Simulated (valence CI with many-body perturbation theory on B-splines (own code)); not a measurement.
Energy levels of Lu XLI

Calculated by relativistic CI+MBPT: three valence electrons over a frozen Dirac-Fock core [Ar] 3d10, radial functions for each j: 9 s, 9 p, 8 d, 6 f, 3 g, 1 h, with the one-electron correlation potential Σ1 (screened to all orders), the two-electron term Σ2, the three-electron term Σ3, Breit, model QED; selected single and double excitations, second order for the rest, scaled by the run's own slope (own B-spline code, finite nucleus).

No measured spectrum was set against this ion. As an estimate, large intervals hold to a few tenths of a per cent, small ones and those within an open d or f shell to about a per cent.

Levels 1 to 37 of 37, with energies above the lowest level, (4s^2 4p1/2) J=1/2. "Leading %" is the weight of the configuration and term that name the level; weights of strongly mixed levels are sums over their largest components and can fall short, so below about 35 % the name and the second component can differ from the true leading terms, or belong to a minority configuration. In the jj column 3d3/2^4 stands for four electrons in 3d with j = 3/2. Lifetimes count E1, E2, E3, M1 and M2 decay at the calculated energies, and are blank where another channel may lead or the interval is too uncertain; long ones can be off by a factor of two.

| No. | Configuration | Term | J | E (eV) | Leading % | g | Leading jj | Lifetime |
| --- | --- | --- | --- | --- | --- | --- | --- | --- |
| 1 | 4s2 4p | 2P° | 1/2 | 0.00 | 99 | 0.660 | 4s^2 4p1/2 (99 %) |  |
| 2 | 4s2 4p | 2P° | 3/2 | 78.66 | 99 | 1.330 | 4s^2 4p3/2 (99 %) | 425 ns |
| 3 | 4s 4p2 | 4P | 1/2 | 89.17 | 60 | 2.222 | 4s 4p1/2^2 (97 %) | 41.0 ps |
| 4 | 4s 4p2 | 4P | 3/2 | 155.76 | 92 | 1.663 | 4s 4p1/2 4p3/2 (99 %) | 269 ps |
| 5 | 4s 4p2 | 2D | 5/2 | 163.54 | 57 | 1.365 | 4s 4p1/2 4p3/2 (98 %) | 85.2 ps |
| 6 | 4s 4p2 | 2D | 3/2 | 174.71 | 65 | 0.969 | 4s 4p1/2 4p3/2 (94 %) | 3.66 ps |
| 7 | 4s 4p2 | 2P | 1/2 | 177.35 | 71 | 1.221 | 4s 4p1/2 4p3/2 (96 %) | 1.85 ps |
| 8 | 4s2 4d | 2D | 3/2 | 228.29 | 92 | 0.834 | 4s^2 4d3/2 (92 %) | 1.08 ps |
| 9 | 4s 4p2 | 4P | 5/2 | 233.97 | 43 | 1.370 | 4s 4p3/2^2 (67 %) | 244 ps |
| 10 | 4s2 4d | 2D | 5/2 | 250.63 | 65 | 1.253 | 4s^2 4d5/2 (65 %) | 2.01 ps |
| 11 | 4s 4p2 | 2S | 1/2 | 256.02 | 69 | 1.880 | 4s 4p3/2^2 (98 %) | 2.71 ps |
| 12 | 4s 4p2 | 2P | 3/2 | 259.77 | 62 | 1.185 | 4s 4p3/2^2 (94 %) | 1.26 ps |
| 13 | 4p3 | 2P° | 3/2 | 264.54 | 45 | 1.327 | 4p1/2^2 4p3/2 (94 %) | 3.79 ps |
| 14 | 4s 4p 4d | 4F° | 3/2 | 298.80 | 80 | 0.499 | 4s 4p1/2 4d3/2 (98 %) | 22.2 ps |
| 15 | 4s 4p 4d | 4F° | 5/2 | 304.96 | 50 | 1.047 | 4s 4p1/2 4d3/2 (92 %) | 38.3 ps |
| 16 | 4s 4p 4d | 4D° | 1/2 | 317.47 | 63 | 0.384 | 4s 4p1/2 4d3/2 (97 %) | 995 fs |
| 17 | 4s 4p 4d | 4D° | 3/2 | 318.08 | 38 | 1.314 | 4s 4p1/2 4d3/2 (87 %) | 1.02 ps |
| 18 | 4s 4p 4d | 4P° | 5/2 | 322.54 | 34 | 1.324 | 4s 4p1/2 4d5/2 (93 %) | 3.90 ps |
| 19 | 4s 4p 4d | 4F° | 7/2 | 327.33 | 51 | 1.251 | 4s 4p1/2 4d5/2 (94 %) | 5.11 ps |
| 20 | 4p3 | 4S° | 3/2 | 328.79 | 30 | 1.291 | 4s 4p1/2 4d5/2 (52 %) | 3.26 ps |
| 21 | 4s 4p 4d | 2F° | 5/2 | 330.64 | 23 | 1.168 | 4s 4p1/2 4d5/2 (75 %) | 4.05 ps |
| 22 | 4p3 | 2D° | 5/2 | 346.02 | 63 | 1.077 | 4p1/2 4p3/2^2 (63 %) | 1.89 ps |
| 23 | 4p3 | 2D° | 3/2 | 348.39 | 31 | 1.208 | 4p1/2 4p3/2^2 (52 %) | 1.13 ps |
| 24 | 4p3 | 2P° | 1/2 | 348.64 | 94 | 0.660 | 4p1/2 4p3/2^2 (94 %) | 1.98 ps |
| 25 | 4s 4p 4d | 4D° | 5/2 | 385.13 | 49 | 1.239 | 4s 4p3/2 4d3/2 (92 %) | 1.22 ps |
| 26 | 4s 4p 4d | 4D° | 3/2 | 385.43 | 42 | 1.340 | 4s 4p3/2 4d3/2 (98 %) | 1.31 ps |
| 27 | 4s 4p 4d | 4P° | 1/2 | 385.48 | 87 | 2.324 | 4s 4p3/2 4d3/2 (98 %) | 1.43 ps |
| 28 | 4s 4p 4d | 4F° | 7/2 | 387.07 | 40 | 1.266 | 4s 4p3/2 4d3/2 (77 %) | 1.52 ps |
| 29 | 4s 4p 4d | 4F° | 9/2 | 392.02 | 100 | 1.330 | 4s 4p3/2 4d5/2 (100 %) | 497 ns |
| 30 | 4s2 4f | 2F° | 5/2 | 392.82 | 56 | 0.905 | 4s^2 4f5/2 (56 %) | 2.55 ps |
| 31 | 4s 4p 4d | 2D° | 3/2 | 397.65 | 63 | 1.005 | 4s 4p3/2 4d3/2 (62 %) | 1.15 ps |
| 32 | 4s2 4f | 2F° | 7/2 | 400.88 | 62 | 1.209 | 4s^2 4f7/2 (62 %) | 5.65 ps |
| 33 | 4s 4p 4d | 2D° | 5/2 | 402.97 | 46 | 1.347 | 4s 4p3/2 4d5/2 (98 %) | 2.81 ps |
| 34 | 4s 4p 4d | 2D° | 3/2 | 404.08 | 31 | 1.212 | 4s 4p3/2 4d5/2 (43 %) | 2.07 ps |
| 35 | 4p2 4d | 4F | 3/2 | 404.26 | 38 | 0.766 | 4p1/2^2 4d3/2 (98 %) | 7.84 ps |
| 36 | 4s 4p 4d | 2P° | 1/2 | 406.86 | 74 | 0.589 | 4s 4p3/2 4d3/2 (90 %) | 778 fs |
| 37 | 4s 4p 4d | 2F° | 7/2 | 409.99 | 86 | 1.169 | 4s 4p3/2 4d5/2 (83 %) | 2.51 ps |

The ionisation energy to 4s2 1S_0 of the next ion comes out as 1933.8 eV (NIST: 1933 ± 4 eV (theoretical)). All 37 levels together are meant to be complete up to 413.56 eV.
